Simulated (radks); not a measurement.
Task: Neutral nickel, 28 electrons, occupied as [Ar] 3d8 4s2. Calculated with a radial shooting solver on a logarithmic mesh with Libxc functionals: Dirac Kohn-Sham, PBEsol, spin-unpolarised, spherical densities, finite nucleus; open shells are shared between the two j in proportion to 2j + 1; Fermi nuclear charge, rms radius 3.7757 fm.

Spin-orbit splittings of the eigenvalues, e(l+1/2) - e(l-1/2), with zeta = 2 splitting/(2l+1) and mean radii in bohr:

| shell | occ. | splitting (eV) | zeta (eV) | <r> j=l-1/2 | <r> j=l+1/2 |
|---|---|---|---|---|---|
| 2p | 6 | 17.46 | 11.64 | 0.2132 | 0.2164 |
| 3p | 6 | 2.211 | 1.474 | 0.7721 | 0.7823 |
| 3d | 8 | ? | ? | 1.007 | 1.015 |

Estimate the 3d splitting.

Result: 0.2395 eV (zeta = 0.09581 eV).
